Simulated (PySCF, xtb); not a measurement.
Noncovalent pair: CH4O (SMILES CO) (first 6 atoms) with C2H6O (SMILES COC); geometry from B3LYP-D3(BJ)/def2-TZVP, rigid monomers moved along the line of their centres of mass till H6···O8 is 1.68 Å.
(charge 0, multiplicity 1):
```xyz
15

C      0.1363    -0.0718    -0.2436
O      0.3762     0.9196     0.7360
H      0.7891    -0.9452    -0.1216
H      0.3425     0.3716    -1.2182
H     -0.9047    -0.4182    -0.2399
H      0.2018     0.5354     1.6109
C     -1.0677     0.5440     3.8427
O     -0.0381    -0.1280     3.1391
C      1.1909    -0.1465     3.8438
H     -0.7958     1.5873     4.0398
H     -1.2789     0.0452     4.7953
H     -1.9576     0.5176     3.2170
H      1.5478     0.8705     4.0421
H      1.9148    -0.6640     3.2175
H      1.0866    -0.6796     4.7955
```

Monomers are frozen at their geometry in the pair; levels with a basis set take the counterpoise correction. Rows marked so take none.

Rows in 3-21G, STO-3G carry no dispersion term and start afresh at each structure.

Programs: PySCF for 3-21G rows, STO-3G rows; xtb for the GFN methods. 

Question: One of these levels gives -144.5 meV for the interaction energy. Which?
(A) HF/STO-3G (no counterpoise)
(B) HF/3-21G (no counterpoise)
(C) GFN2-xTB
(D) GFN1-xTB

Answer: D, GFN1-xTB. The others give -171.1 (GFN2-xTB), -220.6 (HF/STO-3G (no counterpoise)), -420.5 (HF/3-21G (no counterpoise))
